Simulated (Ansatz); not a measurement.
CH₉NSi₂ (`N[SiH2]C[SiH3]`). The species carries charge 0 and has multiplicity 1.

Z-matrix (Å, degrees):
```
Si
C 1 1.866
N 1 1.722 2 110.1
H 1 1.495 2 107.2 3 -125.6
H 1 1.488 2 111.2 3 117.3
Si 2 1.871 1 114.7 3 -173.1
H 2 1.096 1 108.9 3 65.6
H 2 1.095 1 108.7 3 -50.9
H 3 1.008 1 119.0 2 158.7
H 3 1.008 1 120.1 2 -59.7
H 6 1.488 2 110.7 1 -58.2
H 6 1.488 2 111.0 1 -178.2
H 6 1.488 2 110.4 1 61.7
```

**Question.** What are the harmonic wavenumbers in cm⁻¹ at PBE0-D4/def2-TZVP (Ansatz, finite differences of forces, unscaled)? (An estimate is asked.)

**Answer.** Ansatz gave: 35, 107, 120, 160, 274, 398, 457, 549, 558, 660, 718, 770, 819, 843, 866, 916, 946, 950, 953, 973, 1021, 1067, 1390, 1584, 2168, 2215, 2216, 2222, 2224, 3050, 3109, 3598, 3690.

**Question.** Is this a minimum?

**Answer.** Yes, all 33 modes are real.

**Question.** Give the ideal-gas thermochemistry at 298.15 K and 1 bar (rigid rotor, harmonic oscillator; point group C1, symmetry number 1).

**Answer.** Zero-point energy 249.0 kJ/mol; H(298) − E = 272.4 kJ/mol; entropy 363.9 J/(mol·K), of which translation 165.1, rotation 110.7, vibration 88.0; G(298) − E = 163.9 kJ/mol. Modes under 100 cm⁻¹ are hindered rotations or soft bends, so the harmonic entropy is rough.
